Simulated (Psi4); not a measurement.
Level of theory: Psi4 with SAPT0/jun-cc-pVDZ, frozen core.

Psi4 input:

```
molecule {
0 1
N 0.54545353 0.00000000 -0.00000000
N -0.54545353 -0.00000000 0.00000000
--
0 1
C 0.06753877 0.21562626 -3.48673403
N 0.76232586 -1.07017298 -3.43780434
H 0.78166156 1.01724974 -3.29165665
H -0.76416369 0.32489063 -2.77698831
H -0.32723169 0.37236992 -4.49182688
H 0.12222854 -1.83159151 -3.62829596
H 1.14951763 -1.23416694 -2.51641337
units angstrom
symmetry c1
no_reorient
no_com
}
set basis jun-cc-pvdz
set scf_type df
set freeze_core true
energy('sapt0')
```

Part of the output:

```
    SAPT Results
  --------------------------------------------------------------------------------------------------------
    Electrostatics                 -0.64515175 [mEh]      -0.40483884 [kcal/mol]      -1.69384570 [kJ/mol]
      Elst10,r                     -0.64515175 [mEh]      -0.40483884 [kcal/mol]      -1.69384570 [kJ/mol]

    Exchange                        2.48867294 [mEh]       1.56166585 [kcal/mol]       6.53400991 [kJ/mol]
      Exch10                        2.48867294 [mEh]       1.56166585 [kcal/mol]       6.53400991 [kJ/mol]
      Exch10(S^2)                   2.48485096 [mEh]       1.55926752 [kcal/mol]       6.52397529 [kJ/mol]

    Induction                      -0.20624665 [mEh]      -0.12942173 [kcal/mol]      -0.54150050 [kJ/mol]
      Ind20,r                      -0.51116799 [mEh]      -0.32076275 [kcal/mol]      -1.34207137 [kJ/mol]
      Exch-Ind20,r                  0.45327535 [mEh]       0.28443458 [kcal/mol]       1.19007427 [kJ/mol]
      delta HF,r (2)               -0.14835401 [mEh]      -0.09309355 [kcal/mol]      -0.38950341 [kJ/mol]

    Dispersion                     -1.74175496 [mEh]      -1.09296774 [kcal/mol]      -4.57297701 [kJ/mol]
      Disp20                       -1.89815979 [mEh]      -1.19111325 [kcal/mol]      -4.98361784 [kJ/mol]
      Exch-Disp20                   0.15640483 [mEh]       0.09814552 [kcal/mol]       0.41064084 [kJ/mol]
      Disp20 (SS)                  -0.94907990 [mEh]      -0.59555663 [kcal/mol]      -2.49180892 [kJ/mol]
      Disp20 (OS)                  -0.94907990 [mEh]      -0.59555663 [kcal/mol]      -2.49180892 [kJ/mol]
      Exch-Disp20 (SS)              0.08513906 [mEh]       0.05342557 [kcal/mol]       0.22353257 [kJ/mol]
      Exch-Disp20 (OS)              0.07126578 [mEh]       0.04471995 [kcal/mol]       0.18710827 [kJ/mol]

  Total HF                          1.63727454 [mEh]       1.02740528 [kcal/mol]       4.29866371 [kJ/mol]
  Total SAPT0                      -0.10448042 [mEh]      -0.06556245 [kcal/mol]      -0.27431329 [kJ/mol]
```
